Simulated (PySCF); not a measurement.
How methods differ on the ionisation energy of Se(2+)

Se(2+) [Ar] 3d10 4s2 4p2 (3P) → Se(3+) [Ar] 3d10 4s2 4p1 (2P), as a difference of total energies. Calculation: PySCF 2.14, in def2-QZVPPD; the non-relativistic Hamiltonian (point nucleus). Correlated levels: valence: [Ar] 3d10 frozen. The calculations carry no spin-orbit coupling.

```csv
method,ionisation energy (eV)
UHF,30.951
MP2 (valence),31.384
SCS-MP2 (valence),31.308
CCSD (valence),31.407
CCSD(T) (valence),31.434
```

Task: How much does correlation contribute at CCSD(T) (valence)?

Result: 31.434 − (30.951) = 0.483 eV, measured against UHF.

A first-order spin-orbit estimate (lowest level to lowest level, LS coupling) adds -0.036 eV.

These non-relativistic numbers lack the scalar-relativistic shift.

Errors of the correlated levels include the incompleteness of this basis and the frozen core.

For comparison: 31.697 ± 0.019 eV (measured; NIST Atomic Spectra Database, ionization energies).
